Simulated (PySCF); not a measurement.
## Correlation energy of Li⁺ (lithium, charge +1)

1s2, closed-shell 1S. Computed with PySCF 2.14 in pcseg-2 (4s2p1d, 15 functions), with the non-relativistic Hamiltonian (point nucleus). Frozen: nothing; 2 electrons correlated.

Total MP2 correlation energy: -9.62 mhartree.

Same-spin part 0.00 and opposite-spin part -9.62 mhartree; SCS-MP2 scales them by 1/3 and 6/5 to -11.54 mhartree.

With two correlated electrons CCSD is exact within the correlated space (frozen core and kept virtual orbitals).

```
level  correlation energy (mhartree)
 CCSD                         -11.25
```

Diagnostics: T1 = 0.0012, D1 = 0.0017, largest double amplitude 0.029.

Task: Is a single reference adequate?

Result: Yes: T1 lies below 0.03 and no double amplitude reaches 0.07.
